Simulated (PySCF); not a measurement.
Computed with PySCF and rigid-rotor harmonic-oscillator thermochemistry at 1 bar. 'Table' is the NASA 1993 thermochemical table (part measured, part estimated). All species are closed-shell singlets. I: scalar-relativistic def2 core potential, no spin-orbit coupling. The harmonic model lacks anharmonicity and excited electronic states, which grow with temperature; levels with a mode under 35 cm⁻¹ are left out. The table's entry may be an old estimate for SiH₃I (not checked at source).

Harmonic frequencies at PBE/def2-SVP (cm⁻¹): 351, 565, 565, 871, 901, 901, 2172, 2193, 2193. Point group C3v; S°(298 K) = 272.2 J/mol/K at this level.

Task: Work out Cp and S° of gaseous SiH₃I at 500, 800, 1200, 1600, 2000 K from these, and set them beside the table.

Result: 
| T (K) | Cp PBE/def2-SVP | Cp table | S° PBE/def2-SVP | S° table |
|---|---|---|---|---|
| 500 | 71.0 | 70.0 | 304.9 | 303.2 |
| 800 | 84.7 | 84.0 | 341.5 | 339.4 |
| 1200 | 94.7 | 94.0 | 378.0 | 375.6 |
| 1600 | 99.7 | 99.4 | 406.0 | 403.5 |
| 2000 | 102.4 | 102.5 | 428.5 | 426.0 |
Units J/mol/K.
